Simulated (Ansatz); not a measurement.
BFH4N2Si (`NB1N[SiH]1F`) at its PBE0-D4/def2-TZVP geometry, where that method's forces vanish. Charge 0, multiplicity 1.

```tsv
atom	x (Å)	y (Å)	z (Å)
N1	0.5554	1.3844	1.0962
B2	0.1898	0.3403	0.2532
N3	-0.9638	-0.0568	-0.4714
Si4	0.2125	-1.2734	-0.7660
F5	-0.0858	-2.7340	-0.1779
H6	-0.0687	2.1265	1.3638
H7	1.4692	1.4473	1.5052
H8	-1.8970	0.2932	-0.6277
H9	0.5883	-1.5275	-2.1756
```

**Question.** For each bond, give half the difference of the two atoms' forces along it (eV/Å; positive pushes the atoms apart) under PBE-D4, r2SCAN-D4, B3LYP-D4, ωB97M-V in def2-TZVPP. (Estimate.)

**Answer.** The calculation gave: 
```tsv
bond	length (Å)	PBE-D4	r2SCAN-D4	B3LYP-D4	ωB97M-V
N1–B2	1.391	-0.05	0.03	0.03	0.17
N1–H6	1.006	0.21	0.00	0.00	-0.09
N1–H7	1.003	0.18	-0.01	-0.02	-0.06
B2–N3	1.419	0.16	0.09	0.03	0.07
B2–Si4	1.909	-0.03	0.02	0.03	-0.06
N3–Si4	1.718	0.17	0.07	0.09	0.09
N3–H8	1.009	0.09	-0.01	-0.04	-0.13
Si4–F5	1.603	0.47	0.04	0.18	0.16
Si4–H9	1.481	-0.02	-0.04	-0.15	-0.19
```

B3LYP here is the variant with VWN-RPA as its local correlation; programs differ in this.

Program: Ansatz 0.2.0.
